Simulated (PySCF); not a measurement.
Dipole response of W²⁺ (tungsten, charge +2)

[Xe] 4f14 5d4, high-spin 5D determinant. Computed with PySCF 2.14 in x2c-TZVPPall with one added diffuse shell each of s, p, d, f type (12s8p8d4f1g, 113 functions), with the spin-free X2C one-electron Hamiltonian (Gaussian nucleus). Coupled (time-dependent) response in atomic units; α is the mean over directions.

```tsv
method	mean α (bohr³)	α xx, yy, zz	C₆ (like pair)	S(−4)
PBE	13.98	13.76, 13.76, 14.42	84.08	91.49
```

S(−4) is the Cauchy moment in α(ω) = α(0) + S(−4) ω² + …

Spin-orbit coupling is absent.

α(iu) at PBE:

```tsv
u (hartree)	α(iu) (bohr³)
0	13.98
0.0500	13.76
0.100	13.16
0.200	11.43
0.300	9.757
0.500	7.321
0.750	5.445
1.00	4.239
1.50	2.789
2.00	1.971
3.00	1.123
5.00	0.4960
```

A single London oscillator, α(iu) = α/(1 + u²/ω²), gives C₆ = (3/4) ω α². Matching the computed C₆ needs ω = 4 × 84.08 / (3 × 13.98²) = 0.574 hartree.

For an ion, C₆ is the dispersion term alone; charge-induced terms of lower order in 1/R come first.

The components differ because the open shell of this determinant is not spherical; for a pure term their mean is the scalar polarisability.

Spin-orbit coupling, absent here, splits the open shell strongly.
